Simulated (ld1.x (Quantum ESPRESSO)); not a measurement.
Configuration tests for lead (TM)

```json
{
  "Element": "Pb",
  "Generator": "ld1.x (Quantum ESPRESSO) 7.5",
  "Type": "norm-conserving Troullier–Martins (Kleinman–Bylander form)",
  "Functional": "PBEsol",
  "Relativity": "scalar-relativistic",
  "Frozen core": "[Xe] 4f14",
  "Valence charge": "14",
  "Reference configuration": "5d10 6s2 6p2",
  "Partial waves": "6s (bound): rc 1.45 bohr; 6p (bound): rc 2.65 bohr; 5f channel at 0.25 Ry: rc 2.85 bohr; 5d (bound): rc 1.60 bohr",
  "Local potential": "the d channel",
  "Core correction": "Bessel-smoothed model core inside 0.70 bohr"
}
```

Energies are relative to the spin-unpolarised reference configuration 5d10 6s2 6p2; without spin polarisation the order of configurations can differ from experiment.

| valence configuration | charge | ΔE all-electron (eV) | error AE − PS (meV) |
| --- | --- | --- | --- |
| 5d10 6s2 6p1 | +1 | 6.598 | -5.7 |
| 5d10 6s2 6p0 | +2 | 20.045 | -24 |
| 5d10 6s0 6p4 | 0 | 17.906 | -74 |
| 5d10 6s0 6p0 | +4 | 95.241 | -99 |
| 5d10 6s2 6p2.3 | -0.3 | -0.804 | +0.3 |
| 5d10 6s2 6p1.5 | +0.5 | 2.503 | -1.6 |

Q: What are ΔE and the potential's error for 5d10 6s1 6p0?

A: ΔE = 52.524 eV all-electron; the error (AE − PS) is -48 meV.

Note: ghost states, extra bound levels that the all-electron valence spectrum of the same l lacks: f at -743.7 eV, s at -67.1 eV, p at -23.9 eV. A true bound ghost makes a file unfit for plane-wave use.
